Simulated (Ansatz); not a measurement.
Geometry optimisation, RKS PBE/def2-SVP in Ansatz.

Input file:

```yaml
crystal:
  periodic: [false, false, false]
  atoms:
    - { symbol: Si, position_ang: [-0.422405, 0.193047, -0.47045] }
    - { symbol: Si, position_ang: [-0.247566, -0.180789, 2.938056] }
    - { symbol: H, position_ang: [-0.904412, -0.744004, 4.165896] }
    - { symbol: H, position_ang: [0.955597, -1.004051, 2.591902] }
    - { symbol: H, position_ang: [0.135944, 1.246233, 3.192384] }
    - { symbol: F, position_ang: [0.920102, 0.658807, 0.312327] }
    - { symbol: F, position_ang: [-0.324757, 0.79846, -1.970099] }
    - { symbol: F, position_ang: [-0.399087, -1.420077, -0.586633] }
    - { symbol: H, position_ang: [-1.629235, 0.662386, 0.214677] }
    - { symbol: H, position_ang: [-1.216782, -0.200012, 1.825439] }
basis:
  gaussian: { orbitals: def2-SVP }
hamiltonian:
  xc: pbe
relax:
  f_tol: 0.03
  max_steps: 50
output:
  orbitals: {}
```

Run as:

```bash
$ ansatz run input.yaml --threads 2 --pin off --max-ram 3072MiB --backend cpu --events-out ev --progress --plain --runs-dir out
```

Task: Where does it end, and by what steps?

Result: It converged. The force dipped under the threshold on the way, but the program's further checks kept it going. After 32 steps the energy has fallen by 0.236 eV; H9 moved furthest, 1.63 Å.

| step | energy less start (eV) | largest force component (eV/Å) | accepted |
| --- | --- | --- | --- |
| 0 | 0.0000 | 0.728 | yes |
| 2 | -0.2012 | 0.189 | yes |
| 4 | -0.2207 | 0.129 | yes |
| 6 | -0.2248 | 0.020 | yes |
| 8 | -0.2255 | 0.042 | yes |
| 10 | -0.2261 | 0.052 | yes |
| 12 | -0.2273 | 0.095 | yes |
| 14 | -0.2286 | 0.108 | yes |
| 16 | -0.2302 | 0.132 | yes |
| 18 | -0.2314 | 0.106 | yes |
| 20 | -0.2323 | 0.078 | yes |
| 22 | -0.2333 | 0.088 | yes |
| 24 | -0.2341 | 0.040 | yes |
| 26 | -0.2350 | 0.040 | yes |
| 28 | -0.2323 | 0.347 | no |
| 30 | -0.2363 | 0.041 | yes |
| 32 | -0.2365 | 0.014 | yes |

```xyz
10
Properties=species:S:1:pos:R:3
Si -0.553 0.445 -0.914
Si -0.105 -0.407 3.344
H -0.439 -0.978 4.694
H 1.356 -0.609 3.066
H -0.426 1.061 3.338
F 0.429 0.787 0.327
F 0.365 0.194 -2.218
F -1.329 -0.930 -0.573
H -1.508 1.550 -1.144
H -0.923 -1.104 2.294
```

Whether the end is a true minimum wasn't checked by a vibrational analysis.

The run took 59 s on 2 threads of Arm Neoverse V1, on a shared host, peak memory 0.14 GiB.
